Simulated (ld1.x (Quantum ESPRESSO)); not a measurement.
## Before and after: TM potential for Zn

zinc (Zn), norm-conserving Troullier–Martins (Kleinman–Bylander form), made with ld1.x (Quantum ESPRESSO) 7.5 (PBEsol, scalar-relativistic). Core [Ar], reference 3d10 4s2 4p0. Waves: 4s (bound): rc 2.25 bohr; 4p (bound, empty): rc 2.85 bohr; 3d (bound): rc 0.80 bohr. Local part: the d channel. Core correction: a·sin(br)/r model core inside 0.50 bohr.

All-electron outer shells of the reference configuration (PBEsol, scalar-relativistic, ld1.x):

| shell | level (eV) | outermost node (bohr) | outermost maximum (bohr) |
| --- | --- | --- | --- |
| 3s | -128.92 | 0.28 | 0.59 |
| 3p | -83.26 | 0.25 | 0.59 |
| 3d | -10.17 | – | 0.56 |
| 4s | -6.00 | 0.85 | 2.09 |
| 4p | -1.07 | 0.92 | 3.04 |

Change: local potential the s channel.

Cutoffs: the cutoffs (Ry, on a coarse ladder) from which the occupation-weighted sum of valence levels, in a spherical-Bessel basis at the reference potential, stays within 10 and 1 mRy of its value at 400 Ry; they do not see the model core or the augmentation charge, which bear on the density cutoff. Errors are all-electron minus pseudo energies relative to the spin-unpolarised reference configuration.

Problem. What does the change do?

Solution. The bound ghost in p, s disappears; the number of tests that count goes from 6 to 7; of the 6 tests that both files solve, the error grows in 5 and shrinks in 0 by more than 15 % and 0.3 meV (median size 8.6 → 13.6 meV); the range in which the p phases agree widens (upper end 2.1 → 3.1); the range in which the d phases agree narrows (upper end 4.7 → 0.5). In the separable form a ghost depends on how the local part lies against the semilocal potential of the channel, so the choice of the local part can create or remove one.

| quantity | base | changed |
| --- | --- | --- |
| cutoff, loose | over 300 Ry | over 300 Ry |
| cutoff, tight | over 300 Ry | over 300 Ry |
| loose cutoff by channel (10 mRy a level) | s 6 Ry, d 260 Ry | d 300 Ry, s 8 Ry |
| bound ghosts | s, p | none |
| tests counted (converged, no solver errors) | 6 of 7 | 7 of 7 |
| error for 3d10 4s1 4p0, meV [ΔE 9.90 eV] | -6.2 | -8.7 |
| error for 3d10 4s0 4p0, meV [ΔE 28.25 eV] | -58 | -61 |
| error for 3d9 4s0 4p0, meV [ΔE 68.76 eV] | -140 | -502 |
| error for 3d10 4s1.5 4p0, meV [ΔE 3.95 eV] | -1.1 | -1.8 |
| error for 3d10 4s0 4p2, meV [ΔE 10.60 eV] | -5.3 | -9.0 |
| error for 3d10 4s0 4p1, meV [ΔE 16.26 eV] | -11 | -18 |
| s: phases at 3.10 bohr within 0.05 rad from the reference energy up to (Ry; the scan ends near 5) | 0.8 | 1.6 |
| p: phases at 3.10 bohr within 0.05 rad from the reference energy up to (Ry; the scan ends near 5) | 2.1 | 3.1 |
| d: phases at 3.10 bohr within 0.05 rad from the reference energy up to (Ry; the scan ends near 5) | 4.7 | 0.5 |

Base: Tests not counted: 3d9 4s2 4p1 (solver errors, printed error -36.7 eV). These tests converged, but a pseudo level misses the all-electron one widely, so the file describes the atom poorly there or has found another state: 3d9 4s0 4p0: empty 4s by 8.6 eV (a node warning on the way). A true bound ghost makes a file unfit for plane-wave use even where its test errors are small: the radial tests pick states by their node count and pass the ghost by. Where a test does run into it, the solver fails or the error is huge.
